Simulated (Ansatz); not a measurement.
Calculated with Ansatz (gas phase, PBE0-D4/def2-TZVP geometries, no zero-point term in ΔE). CCSD(T)/CBS is the MP2 limit (def2-TZVPP, def2-QZVPP) plus CCSD(T) − MP2 in def2-TZVPP, frozen cores. Functionals use def2-TZVPP. HSE06 is defined as in plane-wave codes. For Ge outer-core shells are correlated without core-valence functions, which leaves a few kJ/mol of doubt a bond. Scalar relativity is left out up to krypton. Each species was taken in one conformer, which may not be the lowest.

Consider the ligand exchange at a B–N bond: `BN[SiH2]F` + `[SH][GeH3]` → `B[S][GeH3]` + `N[SiH2]F`.

```json
{"level": "B97M-V", "ΔE (eV)": "0.33"}
{"level": "r2SCANh-D4", "ΔE (eV)": "0.33"}
{"level": "B2PLYP", "ΔE (eV)": "0.38"}
{"level": "PBE-QIDH", "ΔE (eV)": "0.35"}
{"level": "HSE06", "ΔE (eV)": "0.34"}
{"level": "CAM-B3LYP", "ΔE (eV)": "0.43"}
{"level": "MP2/def2-SVP", "ΔE (eV)": "0.46"}
{"level": "MP2/def2-QZVPP", "ΔE (eV)": "0.34"}
```

(1) What does CCSD(T)/CBS give? (Estimate.)

Largest T1 diagnostic among the species: 0.014.

Answers

(1) Computed: +0.36 eV. The listed levels differ from it by -0.03, -0.03, 0.02, -0.01, -0.02, 0.07, 0.10, -0.02 eV.

Leaving LDA and LC-ωPBE aside and taking each functional with its dispersion term where it has one, the values, not all of them listed here, spread over 0.13 eV, from revPBE-D4 to CAM-B3LYP-D4. In def2-TZVPP, CCSD(T) changes the Hartree–Fock value by −0.10 eV (the triples alone add −0.03 eV) and MP2 by −0.13 eV.
